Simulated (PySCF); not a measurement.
## PbS⁻ at LC-ωPBE

Level: LC-ωPBE. basis Pb def2-SVPD with ECP60, S def2-SVPD; scalar-relativistic core potentials; PySCF 2.14.

```
state                                                                                                             : ²Π (doublet), unpaired electrons π ↑
bond length                                                                                                       : 2.388 Å
harmonic wavenumber                                                                                               : 392 cm⁻¹
force constant                                                                                                    : 2.51 mdyn/Å
rotational constant Be                                                                                            : 0.1066 cm⁻¹
anharmonicity ωexe                                                                                                : 0.907 cm⁻¹
vibration–rotation constant αe                                                                                    : 0.000352 cm⁻¹
well depth De to Pb + S⁻                                                                                          : 65.9 kcal/mol
dissociation energy D0                                                                                            : 65.3 kcal/mol
bond order (Mayer)                                                                                                : 1.50
dipole moment (positive dipole points towards S; it is taken about the centre of mass and depends on that origin) : -6.47 D
```

These are scalar-relativistic numbers at best; spin–orbit coupling would shift them, the dissociation energy most. For an ion De counts to the pair picked by the measured ionisation energies or electron affinities, which need not be the lowest pair at this level. The state was picked by a PBE0 search and need not be the measured ground state.
